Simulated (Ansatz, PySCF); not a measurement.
Species: sum formula SiOF (charge 0, doublet). It need not be the lowest isomer of its formula. 
Structure (B3LYP-D3(BJ)/def2-TZVP (Ansatz, a program for electronic structure) minimum search):
```
Si
O 1 1.5267
F 1 1.5949 2 126.23
```
Charge 0, spin multiplicity 2.

Dipole moments at this geometry, in debye (magnitudes).

| level | program | dipole (D) |
|---|---|---|
| PBE/def2-TZVPD | Ansatz | 2.48 |
| M06-L/def2-TZVPD | PySCF | 2.53 |
| r2SCAN/def2-TZVPD | PySCF | 2.65 |
| CAM-B3LYP/def2-TZVPD | Ansatz | 2.82 |
| wB97M-V/def2-TZVPD | Ansatz | 2.83 |
| CCSD(T)/aug-cc-pV(D+d)Z | Ansatz | 2.65 |
